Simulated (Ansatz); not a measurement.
Rb₃⁺. Charge 1, multiplicity 1. Geometry B3LYP/def2-TZVP, that of the charge +1 singlet.

| atom | x (Å) | y (Å) | z (Å) |
| --- | --- | --- | --- |
| Rb1 | 0.913 | -2.438 | 0.844 |
| Rb2 | 1.750 | 1.835 | -1.031 |
| Rb3 | -2.663 | 0.603 | 0.187 |

In the def2 sets Rb takes a core potential; there is no spin–orbit coupling. The structure comes from a short search, and lower isomers may exist.

Estimate the orbital energies around the gap (eV) in Ansatz with PBE/def2-TZVP, r2SCAN/def2-TZVP, PBE0/def2-TZVP.


```csv
orbital,PBE/def2-TZVP,r2SCAN/def2-TZVP,PBE0/def2-TZVP
HOMO−5,-19.07,-19.59,-20.76
HOMO−4,-19.07,-19.59,-20.76
HOMO−3,-19.06,-19.57,-20.74
HOMO−2,-19.01,-19.51,-20.69
HOMO−1,-19.01,-19.51,-20.69
HOMO,-5.73,-5.53,-6.05
LUMO,-4.54,-4.17,-4.04
LUMO+1,-4.54,-4.15,-4.04
LUMO+2,-3.77,-3.60,-3.34
LUMO+3,-3.32,-2.92,-2.84
LUMO+4,-3.21,-2.75,-2.74
LUMO+5,-3.21,-2.72,-2.74
β HOMO,-5.73,-5.53,-6.05
β LUMO,-4.54,-4.17,-4.04
```
